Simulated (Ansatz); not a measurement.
cis-Sn(PH3)2Cl4 (SnP₂H₆Cl₄). Total charge 0; singlet. Geometry r2SCAN-D4/def2-SVP; atoms count from 1.

Cartesian coordinates in Å:
```
Cl -0.8016 -0.7173 -3.1265
Cl -1.3061 -3.0281 -0.2363
Cl -2.3932 0.4332 -0.0671
Cl 1.8776 -1.3521 -0.7582
P 0.0189 -0.7928 1.9910
P 0.5144 1.7402 -1.1404
Sn -0.4870 -0.8666 -0.7781
H 0.6553 0.2910 2.6576
H 0.8337 -1.8507 2.4660
H -1.1064 -0.9428 2.8405
H 1.6302 1.8728 -2.0052
H 0.9566 2.5794 -0.0801
H -0.3923 2.6338 -1.7632
```

In the def2 sets Sn takes a core potential; there is no spin–orbit coupling.

Q: Estimate the Mulliken populations from the PBE0/def2-TZVP orbitals of Ansatz.

A: 
```tsv
atom	charge (e)
Cl1	-0.33
Cl2	-0.33
Cl3	-0.36
Cl4	-0.36
P5	-0.10
P6	-0.10
Sn7	0.85
H8	0.11
H9	0.13
H10	0.13
H11	0.13
H12	0.11
H13	0.13
```
Mulliken values depend strongly on the basis.

Q: And the Mayer bond orders between heavy atoms (over 0.3)?

A: Cl1–Sn7 0.92 (2.37 Å); Cl2–Sn7 0.92 (2.37 Å); Cl3–Sn7 0.84 (2.41 Å); Cl4–Sn7 0.85 (2.41 Å); P5–Sn7 0.46 (2.82 Å); P6–Sn7 0.46 (2.82 Å).
